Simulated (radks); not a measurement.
Results of a calculation; reference values are marked as such.
Radial electron density D(r) = 4 pi r^2 rho(r) of an atom or ion with 42 electrons. Level of theory: scalar-relativistic Kohn-Sham, OLYP, spin-polarised, spherical densities, finite nucleus; Fermi nuclear charge, rms radius of each element as measured or else 0.836 A^(1/3) + 0.57 fm (a radial shooting solver on a logarithmic mesh with Libxc functionals).

```
   r/bohr * D(r) (the largest magnitude, 67.8, reaches the edge; | marks zero)
 0.002548 |   *
 0.003481 |     *
 0.004755 |         *
 0.006496 |               *
 0.008874 |                       *
  0.01212 |                               *
  0.01656 |                                       *
  0.02263 |                                           *
  0.03091 |                                          *
  0.04223 |                                     *
   0.0577 |                                      *
  0.07882 |                                                *
   0.1077 |                                                      *
   0.1471 |                                             *
    0.201 |                                  *
   0.2746 |                                       *
   0.3751 |                                       *
   0.5124 |                      *
   0.7001 |          *
   0.9564 |         *
    1.307 |       *
    1.785 |  *
    2.439 |*
    3.332 |*
    4.551 *
    6.218 *
    8.495 *
```

What is the nuclear charge?

Answer. Z = 43. The innermost maximum, from 1s, lies near gamma/Z bohr with gamma = sqrt(1 - (Z/c)^2) = 0.949, here 0.0221 bohr (found: 0.0241), and its height grows with Z. The density is that of the technetium ion Tc+ in [Kr] 4d4 5s1 5p1; the configuration itself is not fixed sharply by these data, and Z only to a few units. D(r) has 4 maxima, at r = 0.0241, 0.106, 0.330, 0.949 bohr, and minima at 0.0480, 0.213, 0.796 bohr, inside which lie 2.02, 11.11, 29.25 electrons.
